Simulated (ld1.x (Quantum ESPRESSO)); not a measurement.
# Scattering properties, PAW potential for gold

```
Element                 : Au (Z = 79)
Generator               : ld1.x (Quantum ESPRESSO) 7.5
Type                    : PAW
Functional              : LDA (PZ)
Relativity              : fully relativistic
Frozen core             : [Xe] 4f14
Valence charge          : 11
Reference configuration : 5d10 6s0.5 6p0.5
Partial waves           : 6s (bound): rcut 2.00, rcutus 2.15 bohr; 6s channel at 4.45 Ry: rcut 2.00, rcutus 2.15 bohr; 6p (bound): rcut 2.40, rcutus 3.00 bohr; 6p channel at 1.2 Ry: rcut 2.40, rcutus 3.00 bohr; 5d (bound): rcut 1.60, rcutus 1.75 bohr; 5d channel at -0.05 Ry: rcut 1.60, rcutus 1.75 bohr
Local potential         : all-electron potential smoothed inside 1.80 bohr (lloc = -1)
Core correction         : Bessel-smoothed model core, default radius (core density twice the valence density)
Augmentation charge     : PSQ, inside the norm-conserving radii
```

Open shells are filled in proportion to 2j + 1 (rel_dist='average').

The phase is arctan(r·u′/u) with u = r·R(r), unwrapped; energies in Ry, scanned from -3 to 5 Ry. A pole is an energy at which the radial function vanishes at the test radius. The pseudo phase is shifted by a multiple of π to meet the all-electron one at the reference energy, and phase errors are pseudo minus all-electron; the curves can meet again beyond the range given. Levels narrower than the energy grid can be missing from the lists of poles.

```csv
channel,radius (bohr),reference energy (Ry),"poles, all-electron","poles, pseudo",unbroken range about the reference energy with phases within 0.05 rad,phase error 1 Ry above the reference energy (rad)
s,3.24,-0.51,0.22,0.21,the whole range,-0.000
p1/2,3.24,-0.15,1.08,"1.08, 2.49",below 2.3,-0.000
p3/2,3.24,-0.10,1.46,1.46,below 3.7,-0.000
d3/2,3.24,-0.67,"-0.58, 3.27","-0.58, 3.27",the whole range,-0.000
d5/2,3.24,-0.56,"-0.45, 3.39","-0.45, 3.39",the whole range,+0.000
```

The ghost test of this file was not conclusive.

Phases in the p1/2 channel:

```csv
E (Ry),all-electron,pseudo
-3.00,1.378,1.378
-2.52,1.357,1.357
-2.04,1.327,1.326
-1.56,1.279,1.278
-1.08,1.189,1.188
-0.60,0.948,0.947
-0.12,-0.246,-0.246
0.36,-1.290,-1.290
0.84,-1.514,-1.514
1.32,-1.615,-1.615
1.80,-1.692,-1.694
2.28,-1.782,-1.810
2.76,-1.937,-4.994
3.24,-2.417,-5.321
3.72,-3.846,-6.539
4.20,-4.375,-7.409
4.68,-4.530,-7.628
```
